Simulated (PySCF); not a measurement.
Problem. What does the GFN2-xTB structure of `[N-]([Si@H](C)O[SiH3])[SiH3]` look like in three dimensions? (Charge -1.)

Solution. 
```xyz
16
CH10NOSi3 angstrom
C      0.1591   -2.1326   -0.5260
Si    -0.0118   -0.2404   -0.7528
N     -1.0636    0.4987    0.2917
Si    -2.6496    1.0045    0.4202
O      1.5696    0.3029   -0.5018
Si     2.5180    0.9796    0.5613
H     -0.7743   -2.6252   -0.7875
H      0.9483   -2.5638   -1.1384
H      0.3775   -2.3753    0.5105
H     -0.0280   -0.0311   -2.2277
H     -2.9537    1.2935    1.8457
H     -3.7267    0.0604   -0.0170
H     -3.0058    2.2584   -0.3121
H      2.1793    2.3820    0.8375
H      2.5942    0.2591    1.8429
H      3.8600    0.9383   -0.0580
```

Orientation and origin are arbitrary. Atoms count from 1 in this order. The O–Si distances run from 1.577 Å (O5–Si6, drawn single) to 1.691 Å (Si2–O5, drawn single), a spread of 0.114 Å. Si6 (oxygen-bound silicon) is distorted tetrahedral (angles from 104.6° to 114.1°). Si2 (oxygen-bound silicon) has angles from 96.4° to 123.7°. Si4 (SiH3 silicon) is distorted tetrahedral (angles from 102.4° to 118.0°).

Bonds between heavy atoms (Å): C1–Si2 1.913, Si2–N3 1.656, N3–Si4 1.670, Si2–O5 1.691, O5–Si6 1.577.

Structure optimised with GFN2-xTB, isolated species.

Point group: C1 (no symmetry element, even within 0.4 Å). Not checked by GFN2-xTB frequencies. Torsions: C1–Si2–N3–Si4 -94°, C1–Si2–O5–Si6 -102°.

One conformer stands for the species.

These are computed values.
